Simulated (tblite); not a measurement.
C5H11FSi.
Z-matrix (Å and degrees, GFN2-xTB geometry), rows numbered from 1:
```
C 
C   1  1.4948
F   2  1.3679  1  112.66
C   2  1.3289  1  128.05  3   179.72
C   4  1.4986  2  122.53  1   179.62
C   4  1.4938  2  121.29  1     1.13
Si  6  1.9112  4  111.77  2    92.48
H   1  1.0870  2  109.01  3     1.97
H   1  1.0888  2  111.00  3   121.84
H   1  1.0901  2  111.06  3  -117.61
H   5  1.0865  4  111.24  2    -4.55
H   5  1.0903  4  110.13  2   115.96
H   5  1.0893  4  109.89  2  -125.36
H   6  1.0907  4  108.88  2  -147.07
H   6  1.0895  4  110.60  2   -29.47
H   7  1.4633  6  109.69  4    61.49
H   7  1.4641  6  108.07  4  -178.83
H   7  1.4632  6  109.66  4   -58.75
```

Level: GFN2-xTB in tblite, geometry and Hessian alike; calculated harmonic values, unscaled, isolated species. Errors from tens to a few hundred cm⁻¹ against measured bands are possible. Modes of hydrogen on silicon can be 10 to 20 % off. One conformer, not necessarily the lowest.

Harmonic wavenumbers (cm⁻¹): 66.9, 71.5, 93.1, 115.6, 122.4, 190.1, 240.0, 342.3, 357.5, 417.8, 478.9, 493.6, 510.4, 572.7, 722.7, 764.9, 773.5, 789.2, 794.3, 800.8, 942.2, 1005.2, 1017.6, 1047.1, 1065.2, 1176.9, 1193.6, 1215.8, 1267.3, 1401.4, 1407.4, 1462.2, 1469.5, 1477.4, 1478.9, 1487.1, 1744.1, 2262.2, 2266.2, 2271.4, 2980.0, 2994.1, 2995.1, 2996.8, 3013.8, 3016.3, 3054.1, 3055.7.

A = 3070, B = 1322, C = 1055 MHz; mass 118.061 u (most abundant isotopes); point group C1, symmetry number 1.

Q: What is the zero-point energy?

A: Half the sum of the wavenumbers: 30741 cm⁻¹ = 87.89 kcal/mol.

Q: Give the ideal-gas entropy at 200 K and 1 bar in the rigid-rotor, harmonic-oscillator model (classical rotation).

A: Translation 38.26, rotation 27.52, vibration 19.94: S = 85.7 cal/(mol K).

Q: And Cp and H(200 K) − H(0)?

A: Cp = 28.94 cal/(mol K), of which vibrations give 20.99 (their classical limit is 48 R = 95.4); H(200 K) − H(0) = 3.77 kcal/mol without the zero-point energy, 2.18 from vibrations.

Q: Which modes carry the vibrational entropy at 200 K?

A: 66.9 cm⁻¹: 3.46; 71.5 cm⁻¹: 3.33; 93.1 cm⁻¹: 2.82; 115.6 cm⁻¹: 2.41; 122.4 cm⁻¹: 2.30; 190.1 cm⁻¹: 1.51 cal/(mol K); the other 42 give 4.10 together.

Q: Blend soft modes into free rotors: weight 1/[1 + (100 cm⁻¹/ν̃)⁴] for the oscillator and the rest for a rotor with moment μB/(μ + B), μ = h/(8π²ν), B = 10⁻⁴⁴ kg m². What vibrational entropy results?

A: 18.84 cal/(mol K) in place of 19.94, which changes −T·S at 200 K by +0.22 kcal/mol.

Q: How do the functions run with temperature in this model?

A: 
```csv
T (K),S (cal/(mol K)),Cp (cal/(mol K)),H − H(0) (kcal/mol),G − H(0) (kcal/mol),ln q(vib)
100,69.3,19.5,1.35,-5.58,1.74
300,99.2,38.4,7.14,-22.63,7.24
500,122.9,54.7,16.54,-44.90,12.43
800,152.4,71.0,35.59,-86.36,19.68
1000,169.1,78.2,50.54,-118.54,24.12
```

q(vib) and H(0) count from the zero-point level.

Q: What must be added to the electronic energy to get the Gibbs energy at 200 K and 1 bar?

A: ZPE + [H(200 K) − H(0)] − T·S = 87.89 + 3.77 − 17.14 = 74.52 kcal/mol.

Hindered rotation and anharmonicity are outside this model. Other conformers, if any are populated, would add a mixing term that is left out. The structure is chiral; the term R ln 2 for an equal mix with its mirror image is left out.
